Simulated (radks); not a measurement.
Tc+, 42 electrons, occupied as [Kr] 4d3 5s1 5p2 (not the ground configuration). Method: scalar-relativistic Kohn-Sham, SCAN, spin-unpolarised, spherical densities, finite nucleus; meta-GGA in the generalised Kohn-Sham scheme; Fermi nuclear charge, rms radius 4.4112 fm; computed with a radial shooting solver on a logarithmic mesh with Libxc functionals. Some entries of the table are withheld. Estimate them.

| orbital | occ. | eigenvalue (eV) | <r^2> (bohr^2) |
|---|---|---|---|
| 1s | 2 | (1) | 0.001587 |
| 2s | 2 | (2) | 0.02635 |
| 2p | 6 | -2699.164 | 0.02077 |
| 3s | 2 | -547.2982 | 0.1965 |
| 3p | 6 | -441.8560 | 0.2009 |
| 3d | 10 | (3) | 0.1908 |
| 4s | 2 | -93.7932 | 1.241 |
| 4p | 6 | (4) | 1.507 |
| 4d | 3 | -22.2680 | 2.722 |
| 5s | 1 | -15.3234 | 8.751 |
| 5p | 2 | -9.6731 | 12.71 |

Answer. 
(1) 1s eigenvalue (eV): -20932.24
(2) 2s eigenvalue (eV): -3017.189
(3) 3d eigenvalue (eV): -272.1673
(4) 4p eigenvalue (eV): -64.3818
